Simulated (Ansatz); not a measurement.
CHAlN, SMILES `N#[C][AlH-]` (lower singlet) (charge -1, multiplicity 1). This singlet lies 0.84 eV below the relaxed triplet at the level frozen-core CCSD(T)/aug-cc-pVTZ // B3LYP-D3(BJ)/def2-TZVPD (Ansatz, a program for electronic structure).

These are frozen-core CCSD(T)/aug-cc-pVQZ // B3LYP-D3(BJ)/def2-TZVPD run with Ansatz values and carry that method's errors.

Ansatz 0.2 input:
```yaml
crystal:
  periodic: [false, false, false]
  atoms:
    - { symbol: N, position_ang: [1.896254, -0.513903, 0.733501] }
    - { symbol: C, position_ang: [0.841244, -0.064564, 0.542776] }
    - { symbol: Al, position_ang: [-0.921818, 0.996325, 0.21129] }
    - { symbol: H, position_ang: [-1.815675, -0.417856, 0.125611] }
basis:
  gaussian: { orbitals: aug-cc-pVQZ }
correlation:
  method: ccsd_t
total_charge: -1
```

Output:

```
Functional definition: HF
1758 factors; integrals over basis functions are off by at most 5.2e-4 eV
mean field evaluation 1: about -9111.1073 eV, gradient 1.6e1 eV
mean field evaluation 2: about -9111.1079 eV, gradient 1.6e1 eV
mean field evaluation 4: about -9112.2632 eV, gradient 3.9e0 eV
mean field evaluation 8: about -9112.3139 eV, gradient 1.7e-3 eV
mean field evaluation 16: about -9112.3125 eV, gradient 2.1e-1 eV
mean field evaluation 32: about -9107.6037 eV, gradient 9.0e-4 eV
mean field -9112.31385768 eV, -334.8713577215 hartree, gradient 3.4e-6 eV, S^2 0.000000; 0 other end points of the search recorded, 0 dependent functions left out; unrestricted orbitals would lower it
7 core orbitals not correlated
reference -9112.31385768 eV, -334.8713577215 hartree; 7, 7 occupied and 276, 276 virtual orbitals, 1758 factors
second order -12.16686414 eV of doubles, -0.00000000 eV of singles
cycle   1  -11.89204178 eV  change    2.7e-1 eV  update   1.1e-1
cycle   2  -12.37329519 eV  change   -4.8e-1 eV  update   3.9e-2
cycle   3  -12.47549756 eV  change   -1.0e-1 eV  update   2.0e-2
cycle   4  -12.46503979 eV  change    1.0e-2 eV  update   6.3e-3
cycle   5  -12.46895365 eV  change   -3.9e-3 eV  update   3.0e-3
cycle   6  -12.46910205 eV  change   -1.5e-4 eV  update   1.0e-3
cycle   7  -12.46840691 eV  change    7.0e-4 eV  update   4.1e-4
cycle   8  -12.46833144 eV  change    7.5e-5 eV  update   1.7e-4
cycle   9  -12.46836540 eV  change   -3.4e-5 eV  update   6.5e-5
cycle  10  -12.46835110 eV  change    1.4e-5 eV  update   2.4e-5
cycle  11  -12.46834188 eV  change    9.2e-6 eV  update   1.1e-5
perturbative correction -0.67420146 eV, -0.0247764466 hartree
Total energy: -9125.45640102 eV, -335.3543372809 hartree
```
